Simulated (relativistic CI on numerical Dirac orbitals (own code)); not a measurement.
**Slater and spin-orbit integrals, Ta VII**

Calculated at this level of theory: Dirac-Coulomb-Breit CI, KLI orbitals optimised for each configuration, model QED (radiative potential, 1s self-energy scaled to tabulated hydrogen-like ionisation energies), unscaled Slater integrals (own radial code, finite nucleus).

Slater integrals F^k, G^k are unscaled and averaged over j, outside the closed core [Kr] 4d10; ζ comes from projecting the Hamiltonian with its Breit term on Σ l·s of the shell.

- 4f13 5s2 5p6: ζ(4f) = 4348.9 cm⁻¹; <r>(4f) = 0.6086, <r^2>(4f) = 0.458 (bohr units).
- 4f14 5s2 5p5: ζ(5p) = 51658 cm⁻¹; <r>(5p) = 1.22, <r^2>(5p) = 1.673 (bohr units).
- 4f13 5s2 5p5 5d: ζ(4f) = 4339.9, F^2(4f,5p) = 65588, G^2(4f,5p) = 28506, G^4(4f,5p) = 23277, ζ(5p) = 54281, F^2(4f,5d) = 42445, F^4(4f,5d) = 20718, G^1(4f,5d) = 16118, G^3(4f,5d) = 14614, G^5(4f,5d) = 11552, F^2(5p,5d) = 73155, G^1(5p,5d) = 88182, G^3(5p,5d) = 55304, ζ(5d) = 3643.1 cm⁻¹; <r>(4f) = 0.6064, <r^2>(4f) = 0.4539, <r>(5p) = 1.202, <r^2>(5p) = 1.622, <r>(5d) = 1.531, <r^2>(5d) = 2.649 (bohr units).

Averages of the first 10 configurations, taken without configuration mixing, which lowers the lowest level and can move excited configurations by several eV; other configurations of the list can lie among them:

```json
{"Configuration": "4f13 5s2 5p6", "Parity": "odd", "States": "14", "Average energy above the lowest level (eV)": "0.9"}
{"Configuration": "4f14 5s2 5p5", "Parity": "odd", "States": "6", "Average energy above the lowest level (eV)": "12.0"}
{"Configuration": "4f13 5s2 5p5 5d", "Parity": "even", "States": "840", "Average energy above the lowest level (eV)": "45.5"}
{"Configuration": "4f12 5s2 5p6 5d", "Parity": "even", "States": "910", "Average energy above the lowest level (eV)": "40.2"}
{"Configuration": "4f13 5s2 5p5 5f", "Parity": "odd", "States": "1176", "Average energy above the lowest level (eV)": "81.5"}
{"Configuration": "4f14 5s 5p6", "Parity": "even", "States": "2", "Average energy above the lowest level (eV)": "51.5"}
{"Configuration": "4f13 5s 5p6 5d", "Parity": "odd", "States": "280", "Average energy above the lowest level (eV)": "85.8"}
{"Configuration": "4f12 5s2 5p6 6s", "Parity": "even", "States": "182", "Average energy above the lowest level (eV)": "54.3"}
{"Configuration": "4f13 5s2 5p5 6s", "Parity": "even", "States": "168", "Average energy above the lowest level (eV)": "58.3"}
{"Configuration": "4f13 5s2 5p5 5g", "Parity": "even", "States": "1512", "Average energy above the lowest level (eV)": "96.6"}
```
